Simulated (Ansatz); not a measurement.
Ansatz (a first-principles code) input:

Ansatz 0.2 input:
```yaml
crystal:
  periodic: [false, false, false]
  atoms:
    - {symbol: C, position_ang: [2.55642617, 0.04130018, -0.64730132]}
    - {symbol: C, position_ang: [1.13546193, 0.45725321, -0.76755704]}
    - {symbol: C, position_ang: [0.05668055, -0.18055245, 0.04378963]}
    - {symbol: C, position_ang: [0.17053696, 0.22017918, 1.52980535]}
    - {symbol: C, position_ang: [-1.33051595, 0.13869590, -0.53193345]}
    - {symbol: C, position_ang: [-2.48436442, -0.60721000, 0.13243711]}
    - {symbol: H, position_ang: [3.04991275, 0.48602525, 0.23097054]}
    - {symbol: H, position_ang: [3.14233795, 0.34297366, -1.51773699]}
    - {symbol: H, position_ang: [2.64716327, -1.04357288, -0.53321122]}
    - {symbol: H, position_ang: [0.90558156, 1.37961327, -1.29036282]}
    - {symbol: H, position_ang: [0.19873043, -1.27042574, -0.00229357]}
    - {symbol: H, position_ang: [1.16658813, 0.00200929, 1.91710144]}
    - {symbol: H, position_ang: [-0.54972898, -0.32020995, 2.14605454]}
    - {symbol: H, position_ang: [-0.01105129, 1.29104900, 1.65046120]}
    - {symbol: H, position_ang: [-1.31837314, -0.09614802, -1.59988878]}
    - {symbol: H, position_ang: [-1.49899303, 1.21880560, -0.45821248]}
    - {symbol: H, position_ang: [-2.32405443, -1.68791178, 0.09745324]}
    - {symbol: H, position_ang: [-2.60589302, -0.32394877, 1.17893700]}
    - {symbol: H, position_ang: [-3.42757156, -0.39625512, -0.37471389]}
basis:
  gaussian:
    orbitals: def2-TZVPD
hamiltonian:
  xc: {name: PBE}
magnetization: {spin_polarized: true, initial_magnetization: 1}
output: {forces: true}
```

Task: Predict the final energy.

Result: -236.15022 Eh (PBE/def2-TZVPD). The basis has 339 functions.

It need not be the lowest isomer of its formula.
